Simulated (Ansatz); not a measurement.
Species: H₄Sn, SMILES `[SnH4]` (charge 0, multiplicity 1), formula H4Sn.

### Question
How many basis functions does frozen-core CCSD(T)/def2-TZVPP // PBE0-D3(BJ)/def2-TZVP (Ansatz, a quantum-chemistry and plane-wave program) use, how many core orbitals are frozen, and how many electrons are correlated?

### Answer
106 basis functions and 4 frozen orbitals, which leaves 18 correlated electrons (filled d shells below the valence shell are correlated). Core time is of the order of seconds.
